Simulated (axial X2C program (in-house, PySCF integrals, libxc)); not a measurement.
## SbSe⁻ along the bond: PBE0, two-component

All values were computed with an axial X2C code built on PySCF integrals. Two-component (2c) means X2C with spin–orbit coupling and atomic mean-field two-electron Coulomb and Gaunt terms. Basis: Sb dyall-acv3z [12s13p9d5f1g], Se dyall-acv3z [9s10p7d5f1g] (cores contracted in-house); Gaussian nuclei, density fitting, unrestricted open shells. Masses: Sb 120.904 u, Se 79.917 u.

State: Ω = 1 (⟨Sz⟩ = 1.00, ⟨Lz⟩ = 0.00 at PBE0). Dipoles are positive if Se is the positive end and refer to the centre of mass.

```json
{"R (Å)": "2.298", "μ (D)": "-0.938", "HOMO (eV)": "0.16", "LUMO (eV)": "2.44"}
{"R (Å)": "2.372", "μ (D)": "-1.296", "HOMO (eV)": "0.03", "LUMO (eV)": "2.32"}
{"R (Å)": "2.445", "μ (D)": "-1.644", "HOMO (eV)": "-0.10", "LUMO (eV)": "2.20"}
{"R (Å)": "2.531", "μ (D)": "-2.036", "HOMO (eV)": "-0.24", "LUMO (eV)": "2.06"}
{"R (Å)": "2.616", "μ (D)": "-2.412", "HOMO (eV)": "-0.38", "LUMO (eV)": "1.92"}
{"R (Å)": "2.726", "μ (D)": "-2.871", "HOMO (eV)": "-0.53", "LUMO (eV)": "1.76"}
```

Problem. The minimum lies at 2.438 Å. What is the dipole moment there?

Solution. At PBE0, 2c, with the sign and origin stated: μ = -1.61 D.

Occupations by symmetry block were frozen at the best pattern of an incomplete PBE0 search. Density functionals use the spin component along the axis (collinear). PBE0 can misorder states that lie within some tenths of an eV, so this need not be the ground state of the molecule. The nearest other 2c determinant of the search, Ω = 0, lies 0.24 eV up at the distance of the search. With several unpaired electrons one determinant need not be a pure state. Open-shell Ω = 0 determinants with evenly filled partner blocks cannot be reached by this program, so the Ω shown need not be the lowest component. This is the Ω = 1 component of a π² triplet; the 0⁺ component is not one determinant and can lie lowest. The highest occupied level of some functionals is positive through self-interaction error; at Hartree–Fock it is bound. The LUMO of an anion is an unbound level whose energy the basis sets.
